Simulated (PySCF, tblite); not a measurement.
Isomers of C4H11N3OSi, one GFN2-xTB conformer each. Single-point energies are computed at PBE0/pcSseg-1 (PySCF, gas phase, no added dispersion term), electronic only.

```json
{"SMILES": "C[Si@@](N)(O)NCCC#N", "GFN2-xTB relative energy (kcal/mol)": "0.0"}
{"SMILES": "NC(=O)[C@H]1CC[Si]1(N)N", "GFN2-xTB relative energy (kcal/mol)": "14.5"}
```

Conformers: `[CH3:1][Si@@:2]([NH2:3])([OH:4])[NH:5][CH2:6][CH2:7][C:8]#[N:9]` with C1–Si2–N3–H 64° and -69°, C1–Si2–O4–H -177°, C1–Si2–N5–C6 -58°, Si2–N5–C6–C7 87°, N5–C6–C7–C8 179°; `[NH2:1][C:2](=[O:3])[C@H:4]1[CH2:5][CH2:6][Si:7]1([NH2:8])[NH2:9]` with H–N1–C2–O3 -9° and -167°, N1–C2–C4–C5 162°, C6–Si7–N8–H 113° and -25°, C6–Si7–N9–H 51° and -86°.

Task: What does PBE0/pcSseg-1 give for the same structures?

Result: 
| SMILES | PBE0/pcSseg-1 E (Eh) | PBE0/pcSseg-1 (kcal/mol) | GFN2-xTB (kcal/mol) | point group |
| --- | --- | --- | --- | --- |
| C[Si@@](N)(O)NCCC#N | -687.48290 | 0.0 | 0.0 | C1 |
| NC(=O)[C@H]1CC[Si]1(N)N | -687.46798 | 9.4 | 14.5 | C1 |

Both levels put the same isomer lowest. As drawn, the lower has a C≡N group, an O–H bond and an Si–O bond, which the higher lacks; the higher has a four-membered ring, a C=O bond and a C(=O)–N unit, which the lower lacks.

Task: Which frontier levels, dipoles and rotational constants go with these structures?

Result: 
| SMILES | HOMO (eV, PBE0/pcSseg-1) | LUMO (eV) | dipole (D) | A, B, C (MHz) |
| --- | --- | --- | --- | --- |
| C[Si@@](N)(O)NCCC#N | -7.10 | 0.56 | 5.31 | 2847, 610.0, 594.4 |
| NC(=O)[C@H]1CC[Si]1(N)N | -6.78 | 0.90 | 4.15 | 1901, 1154, 967.2 |

Task: What happens when harmonic zero-point energies from GFN2-xTB frequencies are added?

Result: 
| SMILES | ZPE (kcal/mol) | electronic (kcal/mol) | with ZPE (kcal/mol) |
| --- | --- | --- | --- |
| C[Si@@](N)(O)NCCC#N | 98.5 | 0.0 | 0.0 |
| NC(=O)[C@H]1CC[Si]1(N)N | 99.7 | 9.4 | 10.6 |

The zero-point energies span 1.2 kcal/mol. The order is unchanged.

Task: As an exercise, what shares would exp(−E/RT) give at 2000 K from these electronic energies alone (no entropy, no degeneracies)?

Result: RT = 3.974 kcal/mol: C[Si@@](N)(O)NCCC#N 91.3 %, NC(=O)[C@H]1CC[Si]1(N)N 8.7 %.
